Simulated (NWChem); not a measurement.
Molecule: C2H8InN; SMILES C[N]([InH2])C

```xyz
12

In     0.0000     0.0000    -0.8574
H      0.0000    -1.5701    -1.5626
H      0.0000     1.5701    -1.5626
N      0.0000     0.0000     1.1807
C      0.0000     1.1995     1.9720
C      0.0000    -1.1995     1.9720
H      0.8889     1.2640     2.6346
H     -0.8889     1.2640     2.6346
H      0.0000     2.0979     1.3353
H     -0.8889    -1.2640     2.6346
H      0.8889    -1.2640     2.6346
H      0.0000    -2.0979     1.3353
```
Atoms are numbered in this order, from 1.

Results from NWChem. Geometry: optimised at PBE0/def2-SVP. No frequency run checked for a minimum. def2 effective core potentials on In; no spin-orbit coupling.

For level TPSS/def2-SVP (core potentials):

| Property | Result |
|---|---|
| highest occupied level (eV) | -4.80 |
| orbital gap (eV) | 3.13 |
| dipole (D) | 0.47 |

### Question
How do the values read with level TPSS/STO-3G (all-electron, non-relativistic) instead?

### Answer
| Property | Value |
|---|---|
| highest occupied level (eV) | -2.00 |
| orbital gap (eV) | 3.86 |
| dipole (D) | 0.58 |
